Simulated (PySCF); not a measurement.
Mg(SH)(SeH) (H2MgSSe), SMILES [SH][Mg][SeH]. Atoms are numbered in the order given.

```xyz
5

Mg     0.0626     0.3875    -0.5933
S      0.2556     1.5933    -2.5246
H      1.2054     0.7733    -3.0097
Se    -0.1433    -0.8593     1.4616
H     -1.1734    -1.6989     0.8297
```

Coordinates come from a PBE0-D3(BJ)/def2-TZVP optimisation. Other conformers were not sampled.

Method: PBE0/pcSseg-2 (PySCF).

GIAO shieldings, no solvent; atoms alike by connectivity are averaged. δ = σ(ref) − σ: ³³S against H2S (σ = 711.3 ppm); ¹H against TMS (σ = 31.54 ppm); ⁷⁷Se against Me2Se (σ = 1739.2 ppm), references at their B3LYP-D3(BJ)/def2-TZVP geometries, non-relativistic.

```csv
nucleus,atoms,count,δ (ppm)
³³S,S2,1,-100.5
¹H,H5,1,-0.69
¹H,H3,1,-0.72
⁷⁷Se,Se4,1,-662.9
```
